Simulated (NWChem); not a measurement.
System meant: Si$_{3}$H$_{6}$O; SMILES O1[SiH2][SiH2][SiH2]1

The following NWChem deck was run.

```
start job
memory heap 200 mb stack 900 mb global 1100 mb
geometry units angstroms noautoz
  O     -0.177374     1.403316     0.000000
  Si    -0.117382     0.418740     1.380522
  Si    -0.000347    -1.497419     0.000000
  Si    -0.117382     0.418740    -1.380522
  H     -1.344366     0.589332     2.214783
  H      1.079734     0.737365     2.214883
  H      1.275901    -2.274952     0.000000
  H     -1.172576    -2.424460     0.000000
  H     -1.344366     0.589332    -2.214783
  H      1.079734     0.737365    -2.214883
end
basis spherical
  * library def2-svp
end
dft
  odft
  mult 2
  xc b3lyp
  iterations 150
  mulliken
end
task dft energy
```

End of the output:

```
 Summary of "ao basis" -> "" (spherical)
 ------------------------------------------------------------------------------
       Tag                 Description            Shells   Functions and Types
 ---------------- ------------------------------  ------  ---------------------
 *                          def2-svp                  on all atoms

                                 NWChem DFT Module
                                 -----------------

 Summary of "ao basis" -> "ao basis" (spherical)
 ------------------------------------------------------------------------------
       Tag                 Description            Shells   Functions and Types
 ---------------- ------------------------------  ------  ---------------------
 O                          def2-svp                 6       14   3s2p1d
 Si                         def2-svp                 8       18   4s3p1d
 H                          def2-svp                 3        5   2s1p

 Summary of "ao basis" -> "ao basis" (spherical)
 ------------------------------------------------------------------------------
       Tag                 Description            Shells   Functions and Types
 ---------------- ------------------------------  ------  ---------------------
 O                          def2-svp                 6       14   3s2p1d
 Si                         def2-svp                 8       18   4s3p1d
 H                          def2-svp                 3        5   2s1p

      Symmetry analysis of basis
      --------------------------

        a1         38
        a2         13
        b1         26
        b2         21

  number of electrons :                   56
  multiplicity        :                    2
 ------------------------------------------------------------------------
  no. of electrons and multiplicity not compatible                  56
 ------------------------------------------------------------------------
 ------------------------------------------------------------------------
  current input line :
    25: task dft energy
 ------------------------------------------------------------------------
 ------------------------------------------------------------------------
 There is an error in the input file
 ------------------------------------------------------------------------
 For more information see the NWChem manual at https://nwchemgit.github.io

0: no. of electrons and multiplicity not compatible:Received an Error in Communication
```

Question: What is wrong, and how is it mended?

Answer: The program refused the input. Cause: the multiplicity doesn't fit the number of electrons (an even count wants an odd multiplicity, and the reverse). This input runs:
```
start job
memory heap 200 mb stack 900 mb global 1100 mb
geometry units angstroms noautoz
  O     -0.177374     1.403316     0.000000
  Si    -0.117382     0.418740     1.380522
  Si    -0.000347    -1.497419     0.000000
  Si    -0.117382     0.418740    -1.380522
  H     -1.344366     0.589332     2.214783
  H      1.079734     0.737365     2.214883
  H      1.275901    -2.274952     0.000000
  H     -1.172576    -2.424460     0.000000
  H     -1.344366     0.589332    -2.214783
  H      1.079734     0.737365    -2.214883
end
basis spherical
  * library def2-svp
end
dft
  xc b3lyp
  iterations 150
  mulliken
end
task dft energy
```
It converges to -947.08138 Ha (B3LYP/def2-SVP).
